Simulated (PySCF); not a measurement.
SMILES c1ccc([SiH2]CSC)cc1 (C8H12SSi) (GFN2-xTB optimised geometry):

```
22

C     -2.351    -4.067     1.299
S     -1.460    -3.942    -0.274
C     -0.538    -2.391    -0.018
Si    -1.682    -0.869    -0.006
C     -0.647     0.706     0.000
C     -1.299     1.936     0.001
C     -0.592     3.123     0.001
C      0.793     3.103     0.000
C      1.460     1.890     0.000
C      0.744     0.706     0.000
H     -2.803    -5.053     1.321
H     -1.647    -3.963     2.120
H     -3.121    -3.303     1.354
H      0.153    -2.357    -0.858
H      0.045    -2.509     0.894
H     -2.514    -0.886     1.208
H     -2.540    -0.929    -1.193
H     -2.380     1.955     0.002
H     -1.119     4.067     0.001
H      1.349     4.029    -0.001
H      2.540     1.868     0.000
H      1.278    -0.234     0.000
```

Level of theory: PBE0/def2-SVP run with PySCF 2.14.0.

Question: What are the frontier orbital energies and the dipole moment?

Answer: HOMO-2 -7.44 eV, HOMO-1 -7.38 eV, HOMO -6.02 eV, LUMO -0.52 eV, LUMO+1 -0.19 eV; dipole moment 1.71 D.

Meta-Löwdin charges at PBE0/def2-SVP: C1 -0.35, S2 0.01, C3 -0.46, Si4 0.61, C5 -0.22, C6 -0.10, C7 -0.11, C8 -0.10, C9 -0.11, C10 -0.10, H11 0.13, H12 0.11, H13 0.11, H14 0.13, H15 0.12, H16 -0.11, H17 -0.10, H18 0.10, H19 0.11, H20 0.11, H21 0.11, H22 0.10.
